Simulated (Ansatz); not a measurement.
Reaction (cleavage of the Si–Sn bond): `O[Si]1([SnH3])CO1` + HCl → `O[Si]1(Cl)CO1` + `[SnH4]`

Program: Ansatz. Geometries: PBE0-D4/def2-TZVP. ΔE: electronic, gas phase. CCSD(T)/CBS is the MP2 limit (def2-TZVPP, def2-QZVPP) plus CCSD(T) − MP2 in def2-TZVPP, frozen cores. This one scheme is used for every species. Functionals use def2-TZVPP. HSE06 is defined as in plane-wave codes. Elements past krypton have def2 core potentials. For Sn outer-core shells are correlated without core-valence functions, which leaves a few kJ/mol of doubt a bond. One conformer a species, not always the lowest.

CCSD(T)/CBS gives -17.8 kcal/mol.

Another level gave -16.1 kcal/mol. Which?
A. B2PLYP/def2-TZVPP
B. HF/def2-TZVPP
C. HSE06-D4/def2-TZVPP
D. PBE/def2-TZVPP

D. PBE -16.1, B2PLYP -19.6, HSE06-D4 -17.4, HF/def2-TZVPP -24.1 kcal/mol.

Largest T1 diagnostic among the species: 0.014.

From BLYP to BHLYP (50 % exact exchange), in def2-TZVPP and without D4, ΔE moves by −3.6 kcal/mol. In def2-TZVPP, CCSD(T) changes the Hartree–Fock value by +5.1 kcal/mol (the triples alone add +0.5 kcal/mol) and MP2 by +4.5 kcal/mol.
